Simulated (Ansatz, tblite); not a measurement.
Forces on InCl₃ at its PBE0-D4/def2-SVP geometry. Charge 0, multiplicity 1.

In the def2 sets In takes a core potential; there is no spin–orbit coupling. The xTB rows come from tblite.

GFN1-xTB (tblite), largest force 0.09 eV/Å:

```xyz
4
positions Å, forces eV/Å
In    0.000    0.000    0.000    0.000    0.000    0.000
Cl   -0.442    2.057    0.977    0.016   -0.075   -0.036
Cl   -0.855   -0.495   -2.099    0.031    0.018    0.077
Cl    1.298   -1.562    1.122   -0.048    0.057   -0.041
```

GFN2-xTB (tblite), largest force 0.21 eV/Å:

```
In 0.000 0.000 0.000
Cl 0.039 -0.183 -0.087
Cl 0.076 0.044 0.187
Cl -0.116 0.139 -0.100
```

PBE0-D4/def2-TZVP (Ansatz), largest force 0.40 eV/Å:

```
In 0.000 0.000 0.000
Cl 0.077 -0.358 -0.170
Cl 0.149 0.086 0.365
Cl -0.226 0.271 -0.195
```
